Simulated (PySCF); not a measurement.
Ga(Me)2 (C2H6Ga), SMILES [CH3][Ga+][CH3], charge +1.

Geometry: r2SCAN-D4/def2-SVP. The geometry has at least one imaginary mode, so it is a saddle point at that level. The spin state was assumed, not searched. The isomer is the one that the SMILES or the coordinates give; other isomers of the formula were not compared.

These are PBE/def2-TZVPD run with PySCF values and carry that method's errors.

Isolated molecule, no solvent.

```json
{
 "total_energy": "-2004.04266 hartree",
 "point_group": "D3",
 "highest_occupied_level": "-13.11 eV",
 "lowest_empty_level": "-7.44 eV",
 "orbital_gap": "5.67 eV",
 "dipole_moment_about_the_centre_of_nuclear_charge": "0.00 D",
 "mean_static_polarisability": "47.4 bohr³ (7.02 Å³)",
 "polarisability_principal_values": "36.9, 36.9, 68.4 bohr³"
}
```
